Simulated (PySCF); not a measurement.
C5H11FOSi.
Structure used (GFN2-xTB), in Å, numbered top down from 1:
```
atom  x, y, z in Å
C1    -2.083   -0.937   -0.308
C2    -0.867   -0.575   -0.677
C3     0.053    0.294    0.107
F4    -0.477    0.486    1.401
C5     1.438   -0.331    0.264
C6     1.385   -1.719    0.894
Si7    0.095    2.070   -0.665
O8    -1.401    2.684   -0.600
H9    -2.492   -0.651    0.646
H10   -2.710   -1.546   -0.937
H11   -0.463   -0.872   -1.635
H12    1.900   -0.379   -0.724
H13    2.044    0.328    0.887
H14    2.389   -2.112    1.032
H15    0.825   -2.406    0.263
H16    0.896   -1.670    1.864
H17    1.034    2.857    0.131
H18    0.406    2.004   -2.084
H19   -1.981    2.485    0.133
```

Computed with PySCF, TDDFT PBE0/def2-SVPD, vertical, gas phase, core orbitals frozen in the response.

Ground-to-excited transition dipoles (e·a0, same axes as the geometry; the sign carries no meaning), for the states with f of 0.002 or more among the lowest 6:

```json
{"state": "S1", "E (eV)": "6.225", "μx": "-0.094", "μy": "0.152", "μz": "-0.093"}
{"state": "S2", "E (eV)": "6.482", "μx": "1.021", "μy": "0.772", "μz": "-0.042"}
{"state": "S3", "E (eV)": "6.897", "μx": "-0.208", "μy": "-0.141", "μz": "0.051"}
{"state": "S4", "E (eV)": "7.415", "μx": "-0.049", "μy": "0.422", "μz": "-0.088"}
{"state": "S5", "E (eV)": "7.537", "μx": "0.618", "μy": "0.043", "μz": "-0.033"}
{"state": "S6", "E (eV)": "7.588", "μx": "-0.247", "μy": "-0.403", "μz": "0.187"}
```

Q: What oscillator strength does each state have?

A: f = (2/3) ΔE |μ|² with ΔE in hartree (27.2114 eV).

| state | \|μ\|² (au) | \|μ\| (D) | f |
| --- | --- | --- | --- |
| S1 | 0.041 | 0.51 | 0.006 |
| S2 | 1.640 | 3.25 | 0.260 |
| S3 | 0.066 | 0.65 | 0.011 |
| S4 | 0.188 | 1.10 | 0.034 |
| S5 | 0.384 | 1.58 | 0.071 |
| S6 | 0.258 | 1.29 | 0.048 |

Q: Which bond between heavy atoms lies closest to the direction of the S2 transition dipole?

A: C1–C2, at 25° from it; next C2–C3 at 34°.

Q: What angle do the transition dipoles of S2 and S4 make?

A: |cos θ| = |μa·μb| / (|μa| |μb|) = 0.50, so θ ≈ 60° (taken between 0 and 90°, since the signs are arbitrary).

Q: What peak molar absorption coefficient would the strongest computed level give as a lone Gaussian band 0.4 eV wide at half height?

A: ε(max) = 2.175×10⁸ f / FWHM, with the width in cm⁻¹. S2: 2.175×10⁸ × 0.2604 / 3226 ≈ 18000 L mol⁻¹ cm⁻¹.

One conformer stands for the species.
